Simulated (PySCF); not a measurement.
# Structure from 2D NMR

Compound of formula C4H6ClN3. Correlations simulated from computed shifts and the bond graph:

HSQC (one-bond C–H):
| δH | δC |
| --- | --- |
| 7.63 | 135.8 |
| 4.46 | 44.7 |
| 1.44 | 17.9 |

COSY cross peaks (H two or three bonds apart, from the bond graph; peaks can be absent where the dihedral angle is near 90°):
| δH | δH |
| --- | --- |
| 4.46 | 1.44 |

HMBC (two and three bonds, from the bond graph):
| δH | δC |
| --- | --- |
| 7.63 | 136.2 |
| 4.46 | 136.2, 17.9 |
| 1.44 | 44.7 |

Carbons without hydrogens: δ 136.2.

Theoretical values (PySCF): PBE0/pcSseg-1 with gauge-including orbitals, coordinates at the GFN2-xTB level. Non-relativistic, rapidly exchanging positions averaged, single conformer, no solvent.

Shifts are taken against calculated references (same method and geometry level): ¹H (σ = 31.72 ppm) and ¹³C (σ = 186.93 ppm) vs TMS.

Exchangeable hydrogens are left out of these lists.

Question: Work out the connectivity.

Answer: `InChI=1S/C4H6ClN3/c1-2-8-4(5)3-6-7-8/h3H,2H2,1H3`.

Atoms are numbered as in `[CH3:1][CH2:2][n:3]1[n:4][n:5][cH:6][c:7]1[Cl:8]` (H(Xn): hydrogen on atom n).

- δC 136.2 is C7, an aromatic carbon bearing chlorine.
- δC 135.8 is C6, an aromatic CH next to a ring nitrogen (δH 7.63).
- δC 44.7 is C2, an sp3 CH2 bonded to N (δH 4.46).
- δC 17.9 is C1, a methyl carbon (δH 1.44).
- HMBC from δH 7.63 reaches the proton-free carbon C7.
- HMBC from δH 4.46 reaches the proton-free carbon C7.
- COSY links 4.46–1.44.

This is the structure that produced the data.

Carbons that carry Cl, above all several Cl atoms, come out too deshielded, partly because spin–orbit coupling is missing. Shifts are as computed. Against solution values, carbons near 30 ppm lie about +3 ppm off and those near 130 ppm about +5 ppm; carbons on Cl a further +6 ppm. Of 1211 compounds with measured shifts, 218 miss one by over three times the rms of a fit or turn the order of signals round; such compounds aren't used in these exercises.
